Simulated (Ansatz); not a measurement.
Ansatz (an electronic-structure program) input (PBE-QIDH/def2-TZVPD):

Ansatz 0.2 input:
```yaml
crystal:
  periodic: [false, false, false]
  atoms:
    - {symbol: C, position_ang: [1.87416160, -1.38694031, 0.79260216]}
    - {symbol: O, position_ang: [1.46805950, -0.16665401, 0.23333564]}
    - {symbol: Al, position_ang: [0.04154947, 0.57826230, -0.26833084]}
    - {symbol: N, position_ang: [0.15597495, 2.17077198, -1.00730250]}
    - {symbol: O, position_ang: [-1.48801061, -0.11101436, -0.10448929]}
    - {symbol: C, position_ang: [-2.06491448, -1.26785139, 0.43929983]}
    - {symbol: H, position_ang: [2.76422691, -1.75469013, 0.27367128]}
    - {symbol: H, position_ang: [2.12876037, -1.25864022, 1.84959931]}
    - {symbol: H, position_ang: [1.10021902, -2.15974022, 0.72232612]}
    - {symbol: H, position_ang: [-0.63208668, 2.70575344, -1.33220606]}
    - {symbol: H, position_ang: [1.01811179, 2.66672767, -1.16078431]}
    - {symbol: H, position_ang: [-2.36000348, -1.95967179, -0.35620720]}
    - {symbol: H, position_ang: [-2.96239733, -1.00333466, 1.00613392]}
    - {symbol: H, position_ang: [-1.38467228, -1.79912075, 1.11470264]}
basis:
  gaussian:
    orbitals: def2-TZVPD
hamiltonian:
  xc: {name: PBE-QIDH}
magnetization: {spin_polarized: false}
correlation: {electrons: outside_noble_gas}
```

End of the output:

```
integrals: 0.95 GiB planned
2085 factors; integrals over basis functions are off by at most 1.1e-3 eV
0.47 GiB of the device are held for the grids
1.82 GiB of device memory are held for the factors and their scratch space
mean field: 2.23 GiB planned
mean field evaluation 1: about -14357.3754 eV, gradient 6.8e1 eV
mean field evaluation 2: about -14357.4685 eV, gradient 6.8e1 eV
mean field evaluation 4: about -14365.7794 eV, gradient 5.1e0 eV
mean field evaluation 8: about -14365.8417 eV, gradient 5.6e-1 eV
mean field evaluation 16: about -14365.8423 eV, gradient 6.8e-5 eV
mean field -14365.84229660 eV, -527.9349668826 hartree, gradient 4.6e-6 eV, S^2 0.000000; 0 other end points of the search recorded, 0 dependent functions left out
10 core orbitals not correlated
reference -14365.84231510 eV, -527.9349675624 hartree; 18, 18 occupied and 278, 278 virtual orbitals, 2085 factors
second order -33.41790327 eV of doubles, -0.00000000 eV of singles
Total energy: -14376.98161619 eV, -528.3443293269 hartree
```
